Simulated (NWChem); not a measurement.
## A calculation on H5NSi

```xyz
7

Si     0.5772     0.0418     0.0000
N     -1.1512    -0.1467     0.0000
H      1.1112    -0.6215    -1.2248
H      1.1112    -0.6215     1.2248
H      1.0995     1.4498     0.0000
H     -1.6724     0.1174    -0.8318
H     -1.6724     0.1174     0.8318
```
Charge 0, spin multiplicity 1.

All runs are NWChem calculations. The geometry was optimised at B3LYP/def2-SVP, a minimum by its harmonic frequencies.

Symmetry labels belong to the abelian group Cs used in the runs, with the axes of the coordinates shown.

B3LYP has NWChem's definition, with VWN1-RPA local correlation. The structure started from a generated list of species.

**Question.** List the lowest 4 singlet excitations that TD-B3LYP/aug-cc-pVDZ, VWN1-RPA local correlation gives, with oscillator strengths.

**Answer.** 
```tsv
state	symmetry	energy (eV)	wavelength (nm)	f
1	a'	5.56	223	0.021
2	a'	6.54	190	0.031
3	a"	6.76	183	0.000
4	a'	7.08	175	0.010
```
